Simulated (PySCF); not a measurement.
Species: tetramethylsilane, C4H12Si.
InChI=1S/C4H12Si/c1-5(2,3)4/h1-4H3

The calculation used wB97X-D/def2-SVPD in PySCF (dipole) on a GFN2-xTB geometry, gas phase.

Take the most abundant isotopes and a rigid rotor. 

(1) What are A, B and C (MHz)?

(2) What kind of rotor is it?

Results:

(1) Ia = 167.53, Ib = 167.76, Ic = 167.83 u·Å²; 505379 MHz·u·Å²/I gives A = 3017, B = 3012, C = 3011 MHz.

(2) A spherical top, as the point group Td requires three equal moments; the computed ones differ by 0.18 % because the geometry is symmetric only within the optimiser's tolerance.

The point group Td allows no dipole (computed: 0.00 D), so a rigid rotor has no electric-dipole lines.

Problem. Estimate the classical rotational partition function at 50 K, 100 K and 298.15 K.

Solution. Point group Td, symmetry number σ = 12; q = (√π/σ)·√((kT/h)³/(ABC)), k/h = 20836.6 MHz/K: 949 at 50 K, 2690 at 100 K, 13800 at 298.15 K.

Stationary, but not proved a minimum. Constants of a rigid frame at the computed geometry: no zero-point averaging, no centrifugal distortion.
